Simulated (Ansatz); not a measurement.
Two isomers of C3H7BO: A = `CBC(C)=O`, B = `B/C=C/CO`.

Computed with Ansatz on PBE0-D4/def2-TZVP structures; ΔE is electronic, products minus reactants. CCSD(T)/CBS adds triple-zeta CCSD(T) − MP2 to the extrapolated MP2 energy (def2 sets, frozen cores). Functionals use def2-TZVPP. B3LYP here is the variant with VWN-RPA as its local correlation; programs differ in this. Each species was taken in one conformer, which may not be the lowest.

A:

Z-matrix (Å, degrees):
```
C
B 1 1.556
H 1 1.091 2 115.0
H 1 1.101 2 106.2 3 118.7
H 1 1.093 2 112.6 3 -126.4
C 2 1.562 1 122.0 3 -7.9
H 2 1.199 1 121.2 3 166.5
O 6 1.223 2 105.0 1 88.1
C 6 1.490 2 131.9 1 -92.0
H 9 1.095 6 109.4 2 -58.2
H 9 1.095 6 109.5 2 58.3
H 9 1.091 6 111.0 2 -179.9
```

B:

```xyz
12

B     1.362   -1.459    1.228
C     0.949   -0.238    0.404
C    -0.249   -0.188   -0.200
C    -0.746    0.928   -1.055
O    -2.074    1.291   -0.743
H     0.571   -2.347    1.382
H     2.449   -1.552    1.720
H     1.615    0.614    0.264
H    -0.946   -1.016   -0.075
H    -0.063    1.785   -0.999
H    -0.768    0.597   -2.099
H    -2.097    1.584    0.172
```

**Question.** Which isomer does CCSD(T)/CBS put lower? Give the gap. (Best estimate.)

**Answer.** Computed: A, by 78.0 kJ/mol.

**Question.** Give E(B) − E(A) in kJ/mol with CCSD/def2-TZVPP, HF/def2-TZVPP, PBE-D4, r2SCAN-D4, B3LYP, MP2/def2-TZVPP, B3LYP-D4. (Best estimate.)

**Answer.** Ansatz gave: CCSD/def2-TZVPP 77.9, HF/def2-TZVPP 70.7, PBE-D4 98.4, r2SCAN-D4 96.7, B3LYP 86.6, MP2/def2-TZVPP 80.6, B3LYP-D4 86.7. None reverses the order clearly.

Largest T1 diagnostic: 0.017.

In def2-TZVPP, CCSD(T) changes the Hartree–Fock value by +9.3 kJ/mol (the triples alone add +2.1 kJ/mol) and MP2 by +9.9 kJ/mol. From PBE to PBE0 (25 % exact exchange), in def2-TZVPP and without D4, E(B) − E(A) moves by −9.7 kJ/mol.
